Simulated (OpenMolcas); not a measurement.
# Ir7+: effect of the basis set

| Item | Value |
| --- | --- |
| Program | OpenMolcas 26.06 |
| Method | CASSCF |
| Active space | 2 electrons in 10 orbitals (5d 6d) |
| State averaging | 2S+1 = 3 even, 10 roots; 2S+1 = 1 even, 15 roots |
| Spin-orbit coupling | state interaction with AMFI integrals over the reference wave functions, term energies averaged over their components |

A. ANO-R2 [8s6p5d3f1g], X2C, finite nucleus; cost roughly 14 core-seconds
B. ANO-RCC-VTZP [8s7p5d3f1g], DKH2, point nucleus; cost roughly 12 core-seconds
C. ANO-RCC-VQZP [9s8p6d4f2g1h], DKH2, point nucleus; cost about 23 core-seconds

Energies in eV above 5d2 3F2, the measured ground level; measured values from van het Hof, Joshi, Wyart and Sugar, J. Res. Natl. Inst. Stand. Technol. 100, 687 (1995).

| Level | A | B | C | Measured |
| --- | --- | --- | --- | --- |
| 5d2 3F2 | 0.0000 | 0.0000 | 0.0000 | 0.0000 |
| 5d2 3F3 | 1.5419 | 1.5856 | 1.4967 | 1.5711 |
| 5d2 3P0 | 2.4483 | 2.4574 | 2.4595 | 2.1392 |
| 5d2 3F4 | 2.7193 | 2.7819 | 2.6584 | 2.6799 |
| 5d2 3P1 | 3.3914 | 3.4324 | 3.3662 | 3.1270 |
| 5d2 1G4 | 4.7530 | 4.8192 | 4.7083 | 4.4948 |
| 5d2 3P2 [55 %] | 5.0889 | 5.1732 | 5.0214 |  |
| 5d2 1S0 | 8.7597 | 8.8116 | 8.7637 | 8.0617 |

Deviations, from unrounded energies. A percentage is the sum of absolute deviations over the sum of measured energies, with the sign that they share, or ± where signs differ.

| Against measurement | Levels | A | B | C |
| --- | --- | --- | --- | --- |
| mean absolute deviation (cm-1) | 6 | 2100 | 2400 | 2100 |
| fine structure of the ground term (%) | 2 | ±1.6 | +2.7 | -2.3 |
| other terms of the ground configuration (%) | 4 | +8.6 | +9.5 | +8.3 |

A, C lie about equally close to measurement and B furthest from it. The largest miss of C in the table is 5d2 1S0, by +5700 cm-1. The ranking rests on the paired levels alone, and a cruder setting can come out closer through cancelling errors.

Among A to C the level of the table that moves most is 5d2 3P2 [55 %], by 1200 cm-1 (lowest in C, highest in B).

Without dynamic correlation excited terms often stand tens of per cent too high (terms of higher spin than the ground term too low), and those without a measured partner can miss by more than the paired ones. Active for correlation alone: 6d; no level in the range computed is led by a configuration that fills it, so any true level of that kind is missing. Computed and measured levels are paired by configuration, term and J; levels that our copy of the source lacks, or whose pairing is in doubt (as where it misses far off the trend of its configuration), stay unpaired and out of the deviations. Levels of configurations outside the active space are missing. Levels that lie high or do not pair safely by name in every column are left out.

A share in square brackets marks a mixed level and gives the weight of the term that names it, the lowest over the columns.
